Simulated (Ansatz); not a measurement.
Ansatz (a quantum-chemistry and plane-wave program) input (CAM-B3LYP/def2-TZVPD):

Ansatz 0.2 input:
```yaml
crystal:
  periodic: [false, false, false]
  atoms:
    - {symbol: In, position_ang: [-0.00000000, -0.00000000, -1.45691039]}
    - {symbol: I, position_ang: [0.00000000, 0.00000000, 1.34695489]}
basis:
  gaussian:
    orbitals: def2-TZVPD
hamiltonian:
  xc: {name: CAM-B3LYP}
total_charge: -1
magnetization: {spin_polarized: true, initial_magnetization: 1}
```

End of the output:

```
integrals: 0.05 GiB planned
949 factors; their error is unknown
integrals: 0.08 GiB planned
259 factors; integrals over basis functions are off by at most 4.0e-5 eV
mean field: 0.68 GiB planned
mean field evaluation 1: about -13276.0335 eV, gradient 1.4e1 eV
mean field evaluation 2: about -13276.3487 eV, gradient 1.4e1 eV
mean field evaluation 4: about -13277.0041 eV, gradient 5.1e-1 eV
mean field evaluation 8: about -13277.2249 eV, gradient 3.6e-1 eV
mean field evaluation 16: about -13277.2253 eV, gradient 1.7e-4 eV
mean field -13277.22530514 eV, -487.9290303374 hartree, gradient 1.3e-5 eV, S^2 0.754051; 3 other end points of the search recorded, 0 dependent functions left out
reference -13277.22539476 eV, -487.9290336307 hartree; 24, 23 occupied and 91, 92 virtual orbitals, 949 factors
Total energy: -13277.22539476 eV, -487.9290336307 hartree
```

This state (charge -1, doublet) is run at the relaxed geometry of the species with charge 0 and multiplicity 1.
